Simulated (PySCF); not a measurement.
Fill in the blanks.

Compound: C6H8S.
Geometry (PBE0-D3(BJ)/def2-SVP, Å), atoms numbered from 1 in this order:
```xyz
15
C6H8S angstrom
C     -3.236    0.397    0.347
C     -1.993    0.057   -0.005
S     -1.480   -1.588   -0.324
C     -0.024   -1.276   -1.388
C      1.015   -0.480   -0.763
C      1.865    0.207   -0.238
C      2.894    1.018    0.391
H     -4.048   -0.334    0.399
H     -3.468    1.431    0.610
H     -1.189    0.803   -0.048
H     -0.361   -0.815   -2.330
H      0.348   -2.283   -1.636
H      2.476    1.621    1.213
H      3.353    1.711   -0.332
H      3.694    0.390    0.811
```

| property | level | value |
| --- | --- | --- |
| point group | PBE0-D3(BJ)/def2-SVP | ? |
| rotational constants A, B, C | PBE0-D3(BJ)/def2-SVP | ? |
| dipole moment | B3LYP/def2-SVPD | ? |
| HOMO energy | B3LYP/def2-SVPD | ? |
| LUMO energy | B3LYP/def2-SVPD | ? |
| lowest singlet excitation | TDDFT B3LYP/def2-SVPD | 4.86 eV (255 nm, f = 0.018) |
| strongest line among the 6 lowest singlet transitions | TDDFT B3LYP/def2-SVPD | S2 at 5.31 eV (234 nm, f = 0.153) |
| static isotropic polarisability | B3LYP/def2-SVPD | ? |
| electronic spatial extent ⟨r²⟩ about the centre of nuclear charge | B3LYP/def2-SVPD | 1333 bohr² |

The electronic properties come from PySCF, for the isolated species, density fitting.

**Question.** What is the dipole moment?

**Answer.** 1.91 D.

**Question.** What is the LUMO energy?

**Answer.** -0.33 eV.

**Question.** The static isotropic polarisability?

**Answer.** 98.7 au.

**Question.** Give the rotational constants A, B, C.

**Answer.** 3.844, 1.055, 0.871 GHz.

**Question.** Give the point group.

**Answer.** C1.

**Question.** Give the HOMO energy.

**Answer.** -6.05 eV.

With B = h/(8π²I), that is 505.379 GHz u Å² over I, the principal moments of inertia are 131.5, 479.2 and 580.0 u Å² (most abundant isotopes). In wavenumbers S1 is 39200 cm⁻¹ (1 eV = 8065.54 cm⁻¹). No computed singlet falls in the visible range (750 to 380 nm, 1.65 to 3.26 eV); S1 lies 1.60 eV above its blue end. The largest Löwdin shares of the LUMO are 0.28 on C1, 0.27 on C2, 0.18 on S3 and 0.06 on C4.

One conformer stands for the species.
